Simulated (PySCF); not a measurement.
B3LYP has the VWN-RPA correlation part, as in Gaussian. Delta-SCF ions had no search for a lower state. Excitations are Tamm–Dancoff values on a coarser integration grid. The basis has no diffuse functions, so Rydberg states are missing or too high.

## H3AlS, SMILES `[AlH2][SH]` (H–Al–S–H torsion 0°) (charge 0, multiplicity 1)

All values below come from PySCF with B3LYP-D3(BJ)/def2-TZVP.

HOMO: -7.57 eV
dipole moment: 0.97 D
LUMO: -1.61 eV
HOMO–LUMO gap: 5.96 eV
S1 excitation (TDA): 5.42 eV
S1 oscillator strength: 0.077
brightest of the four lowest singlets (TDA): 5.42 eV
T1 excitation (TDA): 4.52 eV
S1–T1 gap (TDA): 0.90 eV
vertical ionisation energy (Delta-SCF): 10.24 eV
total energy: -642.5213 Ha
cost: very roughly 29 core-seconds

```xyz
5

Al    -0.6535    -0.0889    -0.0299
S      1.4501    -0.6704     0.1447
H     -1.0179     1.4347    -0.1854
H     -1.7047    -1.2577     0.0110
H      1.9162     0.5881     0.0616
```
